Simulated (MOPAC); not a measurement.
Input file for MOPAC: PM3 on AsH7OSi (a complex), monomers drawn apart or pushed together.

```
PM3 1SCF PRECISE CHARGE=0 THREADS=1
AsH7OSi

As    -0.09349047 1     0.05961392 1     0.40917591 1
H     -0.22659116 1     0.08116487 1    -1.11311202 1
H     -0.25723942 1    -1.45187726 1     0.46913624 1
H      1.42486738 1    -0.04103526 1     0.33434219 1
O      0.78998541 1    -0.80672888 1     3.09231661 1
Si    -0.21856555 1     0.18527279 1     3.95447251 1
H      1.73340039 1    -0.75823274 1     3.26372004 1
H     -0.08236507 1    -0.05697678 1     5.41263079 1
H     -1.58496285 1    -0.14872939 1     3.51199519 1
H      0.06914773 1     1.61629876 1     3.69476256 1
```

The log:

```
*******************************************************************************
 **                                                                           **
 **                              MOPAC v23.2.5                                **
 **                                                                           **
 *******************************************************************************
 ** MOPAC's Digital Object Identifier: https://doi.org/10.5281/zenodo.6511958 **
 **                                                                           **
 ** Please cite the open-source release paper for use of this MOPAC version:  **
 ** J. E. Moussa and J. J. P. Stewart (2026)                                  **
 ** MOPAC: An open-source semiempirical molecular orbital program             **
 ** J. Open Source Softw., 11(119), 8025, https://doi.org/10.21105/joss.08025 **
 *******************************************************************************

                              PM3 CALCULATION RESULTS

 *******************************************************************************
 *  PM3        - The PM3 Hamiltonian to be used
 *
 *
 *
 *                 CHARGE ON SYSTEM = 0
 *
 *
 *
 *  PRECISE    - TIGHTER CRITERIA TO BE USED
 *  1SCF       - DO 1 SCF AND THEN STOP
 *  THREADS=1  - MULTI-THREADING NOT USED
 *  T=         - A TIME OF 172800.0 SECONDS REQUESTED
 *  DUMP=N     - RESTART FILE WRITTEN EVERY 7200.0 SECONDS REQUESTED
 *******************************************************************************
PM3 1SCF PRECISE CHARGE=0 THREADS=1
 AsH7OSi

   ATOM   CHEMICAL          X               Y               Z
  NUMBER   SYMBOL      (ANGSTROMS)     (ANGSTROMS)     (ANGSTROMS)

     1      As         -0.09349047  *   0.05961392  *   0.40917591  *
     2       H         -0.22659116  *   0.08116487  *  -1.11311202  *
     3       H         -0.25723942  *  -1.45187726  *   0.46913624  *
     4       H          1.42486738  *  -0.04103526  *   0.33434219  *
     5       O          0.78998541  *  -0.80672888  *   3.09231661  *
     6      Si         -0.21856555  *   0.18527279  *   3.95447251  *
     7       H          1.73340039  *  -0.75823274  *   3.26372004  *
     8       H         -0.08236507  *  -0.05697678  *   5.41263079  *
     9       H         -1.58496285  *  -0.14872939  *   3.51199519  *
    10       H          0.06914773  *   1.61629876  *   3.69476256  *



          CARTESIAN COORDINATES

    NO.       ATOM           X           Y           Z

     1        As         -0.0935      0.0596      0.4092
     2         H         -0.2266      0.0812     -1.1131
     3         H         -0.2572     -1.4519      0.4691
     4         H          1.4249     -0.0410      0.3343
     5         O          0.7900     -0.8067      3.0923
     6        Si         -0.2186      0.1853      3.9545
     7         H          1.7334     -0.7582      3.2637
     8         H         -0.0824     -0.0570      5.4126
     9         H         -1.5850     -0.1487      3.5120
    10         H          0.0691      1.6163      3.6948

  H: (PM3): J. J. P. STEWART, J. COMP. CHEM. 10, 209 (1989).
  O: (PM3): J. J. P. STEWART, J. COMP. CHEM. 10, 209 (1989).
 Si: (PM3): J. J. P. STEWART, J. COMP. CHEM. 10, 209 (1989).
 As: (PM3): J. J. P. STEWART, J. COMP. CHEM. 12, 320-341 (1991).

           Empirical Formula: H7 O As Si  =    10 atoms



      MOLECULAR POINT GROUP   :   C1


      RHF CALCULATION, NO. OF DOUBLY OCCUPIED LEVELS = 11


 -------------------------------------------------------------------------------
 PM3 1SCF PRECISE CHARGE=0 THREADS=1
 AsH7OSi



     1SCF WAS SPECIFIED, SO BFGS WAS NOT USED
     SCF FIELD WAS ACHIEVED


                              PM3 CALCULATION
                                                       MOPAC v23.2.5 Linux




          FINAL HEAT OF FORMATION =        -40.30147 KCAL/MOL =    -168.62137 KJ/MOL


          COSMO AREA              =        131.92 SQUARE ANGSTROMS
          COSMO VOLUME            =        123.39 CUBIC ANGSTROMS

          IONIZATION POTENTIAL    =          9.459707 EV
          HOMO LUMO ENERGIES (EV) =         -9.460  0.791
          NO. OF FILLED LEVELS    =         11
          MOLECULAR WEIGHT        =        126.0618         POINT GROUP:  C1

          MOLECULAR DIMENSIONS (Angstroms)

            Atom       Atom       Distance
            H     8    H     2     6.52880
            H     9    H     7     3.37912
            H    10    H     3     3.13010


          SCF CALCULATIONS        =          1





   ATOM   CHEMICAL          X               Y               Z
  NUMBER   SYMBOL      (ANGSTROMS)     (ANGSTROMS)     (ANGSTROMS)

     1      As         -0.09349047  *   0.05961392  *   0.40917591  *
     2       H         -0.22659116  *   0.08116487  *  -1.11311202  *
     3       H         -0.25723942  *  -1.45187726  *   0.46913624  *
     4       H          1.42486738  *  -0.04103526  *   0.33434219  *
     5       O          0.78998541  *  -0.80672888  *   3.09231661  *
     6      Si         -0.21856555  *   0.18527279  *   3.95447251  *
     7       H          1.73340039  *  -0.75823274  *   3.26372004  *
     8       H         -0.08236507  *  -0.05697678  *   5.41263079  *
     9       H         -1.58496285  *  -0.14872939  *   3.51199519  *
    10       H          0.06914773  *   1.61629876  *   3.69476256  *

                             CARTESIAN COORDINATES

   1   As       -0.093490470     0.059613920     0.409175910
   2    H       -0.226591160     0.081164870    -1.113112020
   3    H       -0.257239420    -1.451877260     0.469136240
   4    H        1.424867380    -0.041035260     0.334342190
   5    O        0.789985410    -0.806728880     3.092316610
   6   Si       -0.218565550     0.185272790     3.954472510
   7    H        1.733400390    -0.758232740     3.263720040
   8    H       -0.082365070    -0.056976780     5.412630790
   9    H       -1.584962850    -0.148729390     3.511995190
  10    H        0.069147730     1.616298760     3.694762560


           Empirical Formula: H7 O As Si  =    10 atoms



      MOLECULAR POINT GROUP   :   C1


                  EIGENVALUES
 -35.75786 -21.02172 -17.31964 -15.63350 -13.84126 -13.00558 -12.24951 -11.86886
 -10.83789 -10.19028  -9.45971   0.79051   0.97012   1.46083   1.58662   2.02348
   2.42835   2.48911   5.38966


              NET ATOMIC CHARGES AND DIPOLE CONTRIBUTIONS

  ATOM NO.   TYPE          CHARGE      No. of ELECS.   s-Pop       p-Pop
    1         As           0.378750        4.6212     1.78998     2.83127
    2          H          -0.151053        1.1511     1.15105
    3          H          -0.108132        1.1081     1.10813
    4          H          -0.125253        1.1253     1.12525
    5          O          -0.494990        6.4950     1.75290     4.74209
    6         Si           0.685078        3.3149     0.90812     2.40681
    7          H           0.198412        0.8016     0.80159
    8          H          -0.147145        1.1471     1.14714
    9          H          -0.099659        1.0997     1.09966
   10          H          -0.136009        1.1360     1.13601
 DIPOLE           X         Y         Z       TOTAL
 POINT-CHG.    -0.903     1.689     1.958     2.739
 HYBRID         1.791    -1.425    -1.174     2.572
 SUM            0.888     0.264     0.784     1.214


          ATOMIC ORBITAL ELECTRON POPULATIONS

     Atom    s        px        py        pz
    1 As   1.78998   0.92700   0.97782   0.92645
    2  H   1.15105
    3  H   1.10813
    4  H   1.12525
    5  O   1.75290   1.23485   1.75218   1.75506
    6 Si   0.90812   0.81130   0.79228   0.80322
    7  H   0.80159
    8  H   1.14714
    9  H   1.09966
   10  H   1.13601

 **********************
 *                    *
 * JOB ENDED NORMALLY *
 *                    *
 **********************




 == MOPAC DONE ==
```

The run finished.

Cost: roughly 0.020 core-seconds.
